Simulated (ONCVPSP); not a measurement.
# Configuration tests for P (ONCV)

phosphorus (P), optimised norm-conserving Vanderbilt (ONCV), made with ONCVPSP 4.0.1 (LDA (Perdew-Wang 92), scalar-relativistic). Core [Ne], reference 3s2 3p1 (charge +2). Waves: 3s: rc 1.30 bohr, ncon 3, nbas 6, qcut 4.3 1/bohr, 1 projector; 3p: rc 1.45 bohr, ncon 5, nbas 8, qcut 6 1/bohr, 2 projectors, debl 1.4 Ha; d scattering state at 0.46 Ha: rc 1.20 bohr, ncon 3, nbas 6, qcut 8.3 1/bohr, 2 projectors, debl 3.8 Ha. Local part: polynomial inside 1.20 bohr (lpopt 5, dvloc0 1 Ha). Core correction: Teter function, fcfact 3.25, rcfact 1.35.

Energies are relative to the spin-unpolarised reference configuration 3s2 3p1; without spin polarisation the order of configurations can differ from experiment.

| valence configuration | charge | ΔE all-electron (eV) | error AE − PS (meV) |
| --- | --- | --- | --- |
| 3s2 3p2 | +1 | -19.244 | +11 |
| 3s2 3p0 | +3 | 29.889 | +24 |
| 3s1 3p4 | 0 | -20.561 | +16 |

(1) What are ΔE and the potential's error for 3s2 3p3?

Levels in the configuration 3s2 3p2:

```tsv
level	all-electron (eV)	pseudo (eV)
3s	-23.321	-23.343
3p	-14.301	-14.315
```

Note: ghosts flagged at negative energy: p at -14385.8 eV; GHOST(+) flagged for s at 35.8 eV. A true bound ghost makes a file unfit for plane-wave use.

## Answers

(1) ΔE = -29.059 eV all-electron; the error (AE − PS) is +24 meV.
